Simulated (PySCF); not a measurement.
Coordinates in bohr (charge 0 multiplicity 2):
```
Pt    0.1063    0.0000    0.0000
F     3.6319    0.0000    0.0000
F    -2.3660    2.4847    0.0000
F    -2.3661   -2.4847    0.0000
```

Level of theory: PySCF, UPBE0, basis Pt def2-SVP with ECP60, F def2-SVP (scalar-relativistic core potentials, no spin–orbit coupling, density fitting).

This geometry of PtF3 is a stationary point at this level.

Problem. What is the point group?

Solution. C2v.

Problem. Is it a minimum?

Solution. No: it has 1 imaginary mode, at 87i cm⁻¹ (b2).

Problem. What are the dipole moment and the gap between the highest occupied and lowest empty levels of either spin?

Solution. 0.85 D and 3.29 eV.

Problem. Give the atomic charges and bond orders.

Solution. 
| atom | Mulliken | Löwdin | polar tensor | spin (Mulliken) | Mayer order to Pt1 |
| --- | --- | --- | --- | --- | --- |
| Pt1 | 0.91 | 0.41 | 1.47 | 0.68 | – |
| F2 | -0.33 | -0.16 | -0.53 | 0.11 | 0.98 |
| F3,4 | -0.29 | -0.13 | -0.47 | 0.10 | 0.99 |

Only a few start shapes were tried, so a lower isomer may exist. Other spin states or occupations of the open shell can lie lower. At this level a doublet minimum of C2v symmetry lies 20 kJ/mol below this structure. With an element this heavy the missing spin–orbit coupling can shift these numbers.
